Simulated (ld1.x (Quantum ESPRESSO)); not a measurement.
## Rb (Z = 37): one change to a TM potential, before and after

ld1.x (Quantum ESPRESSO) 7.5 input, shortened:

```
&input
   title='Rb', zed=37., rel=1, dft='PZ', iswitch=3,
   config='[Kr] 4d-2 5s1 5p0'
 /
 &inputp
   pseudotype=2, tm=.true., lloc=-2, rcloc=3.05,
   nlcc=.true., new_core_ps=.true., rcore=3.85
 /
3
5S  1  0   1.00   0.00  4.20  4.20  0.0
5P  2  1   0.00   0.00  3.90  3.90  0.0
4D  3  2  -2.00   0.40  3.85  3.85  0.0
 &test
   configts(1)='5s1 5p0'
 /
```

All-electron outer shells of the reference configuration (LDA (PZ), scalar-relativistic, ld1.x):

| shell | level (eV) | outermost node (bohr) | outermost maximum (bohr) |
| --- | --- | --- | --- |
| 4p | -16.03 | 0.64 | 1.42 |
| 5s | -2.37 | 1.79 | 4.22 |
| 5p | -0.79 | 2.20 | 6.14 |

Change: local potential all-electron potential smoothed inside 2.22 bohr (lloc = -2).

Cutoffs: the cutoffs (Ry, on a coarse ladder) from which the occupation-weighted sum of valence levels, in a spherical-Bessel basis at the reference potential, stays within 10 and 1 mRy of its value at 400 Ry; they do not see the model core or the augmentation charge, which bear on the density cutoff. Errors are all-electron minus pseudo energies relative to the spin-unpolarised reference configuration.

Problem. How do hardness, ghosts and transferability respond?

Solution. Both files are so soft that the ladder of cutoffs tells neither apart; a bound ghost appears in s, which as a rule spoils a file; the number of tests that count goes from 4 to 3; of the 3 tests that both files solve, the error grows in 1 and shrinks in 1 by more than 15 % and 0.3 meV (median size 2.2 → 3.9 meV); the range in which the s phases agree widens (upper end 0.3 → 1.5). In the separable form a ghost depends on how the local part lies against the semilocal potential of the channel, so the choice of the local part can create or remove one.

```csv
quantity,base,changed
"cutoff, loose",6 Ry,6 Ry
"cutoff, tight",6 Ry,6 Ry
bound ghosts,none,s
"tests counted (converged, no solver errors)",4 of 4,3 of 4
"error for 5s0 5p1, meV [ΔE 1.62 eV]",-5.8,-3.9
"error for 5s1 5p0 (spin-polarised), meV [ΔE -0.13 eV]",+0.5,+0.2
"error for 5s0.5 5p0 (spin-polarised), meV [ΔE 1.62 eV]",-2.2,-4.3
s: phases at 4.57 bohr within 0.05 rad from the reference energy up to (Ry; the scan ends near 5),0.3,1.5
p: phases at 4.57 bohr within 0.05 rad from the reference energy up to (Ry; the scan ends near 5),0.1,0.1
d: phases at 4.57 bohr within 0.05 rad from the reference energy up to (Ry; the scan ends near 5),0.6,0.6
```

Changed file: Tests not counted: 5s0.5 5p0 (solver errors, printed error -481 meV). A true bound ghost makes a file unfit for plane-wave use even where its test errors are small: the radial tests pick states by their node count and pass the ghost by.
